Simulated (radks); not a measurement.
The mean radii <r> (bohr) of the occupied orbitals of an atom or ion are listed with their occupations. Method: Dirac Kohn-Sham, PBEsol, spin-unpolarised, spherical densities, point nucleus; computed with a radial shooting solver on a logarithmic mesh with Libxc functionals.

orbital  occ.      <r>
1s1/2       2  0.02275
2s1/2       2  0.09651
2p1/2       2  0.08074
2p3/2       4  0.08737
3s1/2       2   0.2547
3p1/2       2   0.2443
3p3/2       4   0.2570
3d3/2       4   0.2287
3d5/2       6   0.2326
4s1/2       2   0.5794
4p1/2       2   0.5935
4p3/2       4   0.6226
4d3/2       4   0.6653
4d5/2       6   0.6757
5s1/2       2    1.411
5p1/2       2    1.593
5p3/2       4    1.688
4f5/2       6    1.002
6s1/2       1    3.901

Name the element and its charge. Open shells, if any, fill j = l - 1/2 first.

Answer. Z = 62, samarium, charge +1: Sm+ in [Xe] 4f6 6s1. The 1s radius gives Z: for a bare nucleus <r> = (2 gamma + 1)/(2Z) with gamma = sqrt(1 - (Z/c)^2), 0.02245 bohr for Z = 62, and screening makes it slightly larger (0.02275 here). The occupations add up to 61, and the charge is Z minus that.
